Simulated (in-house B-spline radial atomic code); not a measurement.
## PBE0 excitations of the magnesium ion Mg⁸⁺

Method: PBE0. Computed with a B-spline radial code for spherical atoms: linear response of the closed shell [He] 2s2 with the functional's adiabatic kernel; non-relativistic, point nucleus, no spin-orbit coupling, no double excitations, S, P, D and F terms only.

Command:
```bash
python run_td.py task.json out
```
Settings (radii: box in bohr, nucleus in fm):
```
Z                        12
electrons                4
configuration            [He] 2s2
hamiltonian              nr
method                   pbe0
box_radius               11.59
intervals                48
```

Cost of the run: 0.1 s on 1 thread of Intel(R) Xeon(R) Platinum 8488C (Sapphire Rapids), on a shared host.

The lowest states, in the order of their Tamm-Dancoff energies; the method's threshold (minus the highest occupied level) is 312.95 eV. Labels give the largest channel, * marks a mixed state, and oscillator strengths are full-response dipole values. Semilocal kernels can invert the small singlet-triplet splittings of Rydberg terms. Energies in eV:

```json
{"state": "2s → 2p 3P", "full response": "13.164", "Tamm-Dancoff": "15.198", "oscillator strength": "-"}
{"state": "2s → 2p 1P", "full response": "30.62", "Tamm-Dancoff": "32.05", "oscillator strength": "0.299"}
{"state": "2s → 3s 3S", "full response": "?", "Tamm-Dancoff": "?", "oscillator strength": "-"}
{"state": "2s → 3s 1S", "full response": "189.80", "Tamm-Dancoff": "189.83", "oscillator strength": "-"}
{"state": "2s → 3p 3P", "full response": "193.18", "Tamm-Dancoff": "193.19", "oscillator strength": "-"}
{"state": "2s → 3p 1P", "full response": "194.26", "Tamm-Dancoff": "194.26", "oscillator strength": "0.562"}
{"state": "2s → 3d 3D", "full response": "196.82", "Tamm-Dancoff": "196.86", "oscillator strength": "-"}
{"state": "2s → 3d 1D", "full response": "199.73", "Tamm-Dancoff": "199.73", "oscillator strength": "-"}
{"state": "2s → 4s 3S", "full response": "246.29", "Tamm-Dancoff": "246.30", "oscillator strength": "-"}
{"state": "2s → 4s 1S", "full response": "247.31", "Tamm-Dancoff": "247.32", "oscillator strength": "-"}
{"state": "2s → 4p 3P", "full response": "249.04", "Tamm-Dancoff": "249.04", "oscillator strength": "-"}
{"state": "2s → 4p 1P", "full response": "249.36", "Tamm-Dancoff": "249.36", "oscillator strength": "0.147"}
{"state": "2s → 4d 3D", "full response": "250.70", "Tamm-Dancoff": "250.72", "oscillator strength": "-"}
{"state": "2s → 4d 1D", "full response": "251.63", "Tamm-Dancoff": "251.63", "oscillator strength": "-"}
{"state": "2s → 4f 3F", "full response": "252.59", "Tamm-Dancoff": "252.59", "oscillator strength": "-"}
{"state": "2s → 4f 1F", "full response": "252.71", "Tamm-Dancoff": "252.71", "oscillator strength": "-"}
{"state": "2s → 5s 3S", "full response": "?", "Tamm-Dancoff": "?", "oscillator strength": "-"}
{"state": "2s → 5s 1S", "full response": "272.06", "Tamm-Dancoff": "272.07", "oscillator strength": "-"}
{"state": "2s → 5p 3P", "full response": "272.97", "Tamm-Dancoff": "272.97", "oscillator strength": "-"}
{"state": "2s → 5p 1P", "full response": "273.11", "Tamm-Dancoff": "273.11", "oscillator strength": "0.0625"}
{"state": "2s → 5d 3D", "full response": "273.81", "Tamm-Dancoff": "273.81", "oscillator strength": "-"}
```

Q: Where does 2s → 5s 3S lie?

A: At 271.62 eV in full response, 271.62 eV in Tamm-Dancoff.

Q: Where does 2s → 3s 3S lie?

A: At 186.33 eV in full response, 186.34 eV in Tamm-Dancoff.

Q: How large is the singlet-triplet splitting of 2s → 2p (P terms) in Tamm-Dancoff?

A: 16.8 eV, from the unrounded values.

Q: What polarisabilities and dispersion coefficient does the method give?

A: Dipole 0.2535 bohr³, quadrupole 0.02627 bohr⁵, C6 0.06117 hartree·bohr⁶ for two such species.
